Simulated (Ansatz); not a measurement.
Reaction (ligand exchange at a B–C bond): `B[C](=C)[AlH][CH3]` + `N=C(F)S` → `B/N=C(/F)S` + `C=[CH][AlH][CH3]`

Calculated with Ansatz (gas phase, PBE0-D4/def2-TZVP geometries, no zero-point term in ΔE). CCSD(T)/CBS is the MP2 limit (def2-TZVPP, def2-QZVPP) plus CCSD(T) − MP2 in def2-TZVPP, frozen cores. DFT in def2-TZVPP. B3LYP here is the variant with VWN-RPA as its local correlation; programs differ in this. Each species was taken in one conformer, which may not be the lowest.

`B[C](=C)[AlH][CH3]`:

```xyz
13

B     1.174    1.201   -0.916
C    -0.004    0.990    0.058
C    -0.551    2.104    0.588
Al   -0.749   -0.740    0.583
C    -0.029   -2.409   -0.120
H     1.747    0.283   -1.435
H     1.539    2.318   -1.172
H    -0.182    3.101    0.336
H    -1.386    2.082    1.291
H    -1.967   -0.701    1.613
H    -0.562   -3.293    0.236
H     1.026   -2.521    0.154
H    -0.058   -2.415   -1.215
```

`N=C(F)S`:

```xyz
6

N     1.175   -0.433   -0.123
C     0.149    0.142   -0.526
F     0.125    0.630   -1.765
S    -1.416    0.501    0.203
H     1.100   -0.770    0.829
H    -1.133   -0.070    1.383
```

`B/N=C(/F)S`:

```xyz
8

B     0.173    1.769    0.336
N    -0.110    0.457    0.076
C    -0.284   -0.732   -0.154
F    -1.510   -1.246   -0.336
S     0.986   -1.934   -0.284
H     0.218    2.138    1.473
H     0.364    2.513   -0.582
H     0.162   -2.964   -0.529
```

`C=[CH][AlH][CH3]`:

Z-matrix (Å, degrees):
```
C
Al 1 1.954
H 1 1.092 2 112.4
H 1 1.095 2 111.3 3 -120.9
H 1 1.095 2 111.2 3 120.7
C 2 1.945 1 118.6 3 179.2
H 2 1.592 1 121.6 3 -0.8
C 6 1.336 2 120.8 1 -0.1
H 6 1.091 2 122.8 1 179.9
H 8 1.089 6 121.8 2 -0.0
H 8 1.089 6 123.1 2 180.0
```

```csv
level,ΔE (kcal/mol)
PBE-D4,-24.5
PBE0-D4,-23.3
B3LYP-D4,-24.6
ωB97X-V,-22.3
B2PLYP,-23.6
PBE,-24.8
B3LYP,-25.1
HF/CBS(def2),-20.6
```

(1) What does CCSD(T)/CBS give? (Best estimate.)

Largest T1 diagnostic among the species: 0.015.

## Answers

(1) The calculation gave: -21.6 kcal/mol. The listed levels differ from it by -2.9, -1.7, -3.0, -0.7, -2.0, -3.2, -3.5, 1.0 kcal/mol.

From PBE to PBE0 (25 % exact exchange), in def2-TZVPP and without D4, ΔE moves by +1.2 kcal/mol. In def2-TZVPP, CCSD(T) changes the Hartree–Fock value by −0.9 kcal/mol (the triples alone add +0.0 kcal/mol) and MP2 by −1.3 kcal/mol.
